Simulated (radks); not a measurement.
K I, configuration [Ar] 4s1.

All-electron calculation, scalar-relativistic Kohn-Sham, Slater X-alpha with alpha = 0.643, spin-unpolarised, spherical densities, finite nucleus; Fermi nuclear charge, rms radius 3.4349 fm. Program: a radial shooting solver on a logarithmic mesh with Libxc functionals.

Energy parts (hartree):
total: -597.98816
kinetic: 602.19345
electron-nucleus: -1428.19328
Hartree: 257.14210
exchange: -29.13042

Orbitals (lengths in bohr, moments of r in powers of bohr; r(max) is where P^2 peaks):
orbital  occ.  eigenvalue (hartree)   r(max)      <r^4>   <1/r>
1s          2             -128.7710  0.05317  0.0002035   18.66
2s          2             -12.83042   0.3194    0.05786   3.780
2p          6             -10.17329   0.2629    0.04967   3.690
3s          2              -1.22937    1.078      6.008   1.097
3p          6              -0.63212    1.158      11.92  0.9503
4s          1              -0.06213    4.185       1808  0.2470

The highest occupied level is 4s at -1.691 eV. The electron density at the nucleus is 5168 e/bohr^3 (large components only).
